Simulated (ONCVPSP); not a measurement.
# Configuration tests for Zr (ONCV)

zirconium (Zr), optimised norm-conserving Vanderbilt (ONCV), made with ONCVPSP 4.0.1 (PBE, scalar-relativistic). Core [Ar] 3d10, reference 4s2 4p6 4d2 5s2. Waves: 4s+5s: rc 1.85 bohr, ncon 3, nbas 7, qcut 7.4 1/bohr, 2 projectors; 4p: rc 1.80 bohr, ncon 3, nbas 7, qcut 7 1/bohr, 1 projector; 4d: rc 3.05 bohr, ncon 4, nbas 9, qcut 4.9 1/bohr, 2 projectors, debl 1 Ha; f scattering state at 0.22 Ha: rc 2.80 bohr, ncon 3, nbas 6, qcut 4.3 1/bohr, 3 projectors, debl 2.1 Ha. Local part: polynomial inside 1.80 bohr (lpopt 5, dvloc0 0 Ha). Core correction: Teter function, fcfact 3, rcfact 1.1.

Energies are relative to the spin-unpolarised reference configuration 4s2 4p6 4d2 5s2; without spin polarisation the order of configurations can differ from experiment.

```csv
valence configuration,charge,ΔE all-electron (eV),error AE − PS (meV)
4s2 4p6 4d1 5s0,+3,42.704,+46
4s2 4p6 4d2 5s0 5p2,0,6.214,-35
```

**Question.** What are ΔE and the potential's error for 4s2 4p6 4d2 5s0?

**Answer.** ΔE = 20.078 eV all-electron; the error (AE − PS) is -9.7 meV.

**Question.** What are ΔE and the potential's error for 4s2 4p6 4d2 5s1?

**Answer.** ΔE = 7.137 eV all-electron; the error (AE − PS) is -1.1 meV.

Levels in the configuration 4s2 4p6 4d2 5s1:

```csv
level,all-electron (eV),pseudo (eV)
4s,-61.180,-61.216
4p,-39.141,-39.166
4d,-9.983,-9.993
5s,-9.945,-9.946
```
